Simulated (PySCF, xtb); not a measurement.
Ga(Br)(OH)2 (BrGaH₂O₂), SMILES [OH][Ga]([OH])[Br].

xtb with GFN2-xTB at its own geometry gives an orbital gap of 4.05 eV and a dipole moment of 4.20 D.

The structure is a stationary point at B3LYP-D3(BJ)/def2-SVP. Other conformers were not sampled.

What does PySCF with PBE/def2-TZVP give? (Estimate from the structure and the level; the computed values follow.)

gap 5.02 eV (levels -7.36 and -2.34 eV), dipole 1.54 D.
